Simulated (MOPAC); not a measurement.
MOPAC input (PM6):

```
PM6 FORCE THERMO(298,298) PRECISE LET GEO-OK AUX(PRECISION=9) THREADS=1
AuCl

Au    0.00000000 1    0.00000000 1   -0.44608599 1
Cl    0.00000000 1   -0.00000000 1    1.90174199 1
```

From the output:

```
    Cl    2   1.175236   1.175472

          HEAT OF FORMATION =      69.523519 KCALS/MOLE

          ZERO POINT ENERGY       0.368 KCAL/MOL

           NORMAL COORDINATE ANALYSIS (Total motion = 1 Angstrom)

   Root No.       1

                 1 Sig

                 257.7

           1   -0.1525
           2    0.0000
           3    0.0000
           4    0.8475
           5   -0.0000
           6   -0.0000

           MASS-WEIGHTED COORDINATE ANALYSIS (NORMAL COORDINATES)

   Root No.       1

                 1 Sig

                 257.7

           1   -0.3906
           2    0.0000
           3    0.0000
           4    0.9206
           5   -0.0000
           6   -0.0000

          DESCRIPTION OF VIBRATIONS

 VIBRATION          1    1Sig        ATOM PAIR     ENERGY CONTRIBUTION    RADIAL
 FREQUENCY           257.66         Au1 -- Cl2        +100.0% (100.0%)    100.0%
 TRANSITION DIPOLE   1.4371
 TRAVEL (Ang.)       0.0933
 REDUCED MASS       30.0450
 EFFECTIVE MASS     51.6500
 FORCE CONSTANT      1.1752

      SYMMETRY NUMBER FOR POINT-GROUP C*v =  1

          SYSTEM IS A GROUND STATE

 AuCl

          MOLECULE IS LINEAR

          THERE ARE  1 GENUINE VIBRATIONS IN THIS SYSTEM
          THIS THERMODYNAMICS CALCULATION IS LIMITED TO
          MOLECULES WHICH HAVE NO INTERNAL ROTATIONS

                    CALCULATED THERMODYNAMIC PROPERTIES
                                          *
   TEMP. (K)   PARTITION FUNCTION   H.O.F.    ENTHALPY  HEAT CAPACITY ENTROPY
                                   KCAL/MOL   CAL/MOLE    CAL/K/MOL  CAL/K/MOL

 298.00  VIB.     0.1405D+01                   298.3120     1.7496     1.6767
         ROT.     0.2035D+04                   592.1869     1.9872    17.1261
         INT.     0.2859D+04                   890.4989     3.7368    18.8028
         TRA.     0.3426D+28                  1480.4672     4.9680    42.2297
         TOT.                       69.524    2370.9660     8.7048    61.0325

   *: NOTE: HEATS OF FORMATION ARE RELATIVE TO THE
            ELEMENTS IN THEIR STANDARD STATE AT 298K
              (=  Standard Enthalpy of Formation).

            Hvib:  Zero-point energy is not included.
                   frequencies of less than zero cm-1 are not included.
            Hrot = (3/2)RT
            Htra = (3/2)RT + pV = (5/2)RT

            Heat capacity is Cp, not Cv

          For more information, see: HTTP://OpenMOPAC.net/Manual/thermochemistry.html

           FORCE CONSTANT IN CARTESIAN COORDINATES (Millidynes/A)

    ATOM   CHEMICAL       X               Y               Z
   NUMBER   SYMBOL  FORCE CONSTANT  FORCE CONSTANT  FORCE CONSTANT

      1      Au        1.175235        0.000037        0.000037
      2      Cl        1.175236        0.000037        0.000037

 **********************
 *                    *
 * JOB ENDED NORMALLY *
 *                    *
 **********************

 == MOPAC DONE ==
```
